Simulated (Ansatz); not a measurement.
Frontier orbitals of C₂H₈BFSe.

```xyz
13

C     0.630    1.368    0.758
B     0.688   -0.064    0.129
C     0.659   -0.367   -1.406
F     0.923   -1.093    0.957
Se   -2.598   -0.651    0.596
H    -0.037    2.040    0.215
H     1.634    1.809    0.698
H     0.351    1.356    1.814
H    -0.032    0.281   -1.948
H     0.428   -1.411   -1.629
H     1.658   -0.165   -1.815
H    -2.369   -1.893   -0.150
H    -1.937   -1.209    1.780
```

The species carries charge 0 and has multiplicity 1. Correlated methods include outer-core shells of Se, which these sets cover unevenly. Scalar relativity is left out up to krypton. The bonds changed during the relaxation, so this is another structure than the one it started from. The geometry is a stationary point of PBE0-D4/def2-TZVP. It is one conformer, not always the lowest. Basis def2-TZVPP, the Gaussian-basis code of Ansatz.

| functional | HOMO (eV) | LUMO (eV) | gap (eV) |
| --- | --- | --- | --- |
| PBE | -6.09 | -0.95 | 5.14 |
| BLYP | -5.93 | -0.89 | 5.04 |
| B97M-V | -6.44 | -0.74 | 5.70 |
| PBE0 | -7.27 | -0.02 | 7.25 |
| B3LYP | -7.03 | -0.30 | 6.73 |
| HSE06 (plane-wave form) | -6.87 | -0.40 | 6.47 |
| ωB97M-V | -9.47 | 1.77 | 11.24 |

A quarter of exact exchange (PBE0) shifts PBE's HOMO by −1.18 eV and its LUMO by +0.93 eV; full exchange at long range (ωB97M-V) shifts them by −3.38 and +2.72 eV. The gap opens from 5.14 to 11.24 eV, since occupied levels lose self-interaction and empty ones feel all the electrons. A positive LUMO is unbound and depends on the basis.

B3LYP here is the variant with VWN-RPA as its local correlation; programs differ in this.
